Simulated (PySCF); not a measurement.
A structure optimised at PBE-D3(BJ)/def2-SVP, used in a PySCF frequency run:

```xyz
7

Mo     0.0000     0.0000     0.0833
Cl     0.0000    -2.2368     0.4887
Cl     2.1873     0.0000    -0.6812
Cl    -2.1873     0.0000    -0.6812
Cl     0.0000     2.2368     0.4887
H      0.8190     0.0000     1.5234
H     -0.8190     0.0000     1.5234
```

### Question
Write its SMILES, formula and point group.

### Answer
[Cl][MoH2]([Cl])([Cl])[Cl], Cl₄H₂Mo, C2v

### Question
What are its rotational constants (standard atomic weights)?

### Answer
1.2771, 1.2330, 0.72685 GHz
